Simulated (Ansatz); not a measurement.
`N#C[SiH2]CF` + H₂ → `C#N` + `FC[SiH3]`  (hydrogenolysis of a C–Si bond)

Computed with Ansatz on PBE0-D4/def2-TZVP structures; ΔE is electronic, products minus reactants. CCSD(T)/CBS is the MP2 limit (def2-TZVPP, def2-QZVPP) plus CCSD(T) − MP2 in def2-TZVPP, frozen cores. This one scheme is used for every species. DFT in def2-TZVPP. Each species was taken in one conformer, which may not be the lowest.

```tsv
species	r2SCAN0-D4 energy (Eh)
`N#C[SiH2]CF`	-522.60625
H₂	-1.17055
`C#N`	-93.38844
`FC[SiH3]`	-430.38042
```

(1) Work out ΔE.

Largest T1 diagnostic among the species: 0.014.

## Answers

(1) ΔE = (-93.38844) + (-430.38042) − (-522.60625) − (-1.17055) = 0.00794 Eh = +0.22 eV. CCSD(T)/CBS gives +0.21 eV.

In def2-TZVPP, CCSD(T) changes the Hartree–Fock value by +0.14 eV (the triples alone add +0.04 eV) and MP2 by +0.22 eV. Leaving LDA and LC-ωPBE aside and taking each functional with its dispersion term where it has one, the values, not all of them listed here, spread over 0.09 eV, from CAM-B3LYP-D4 to revPBE-D4.
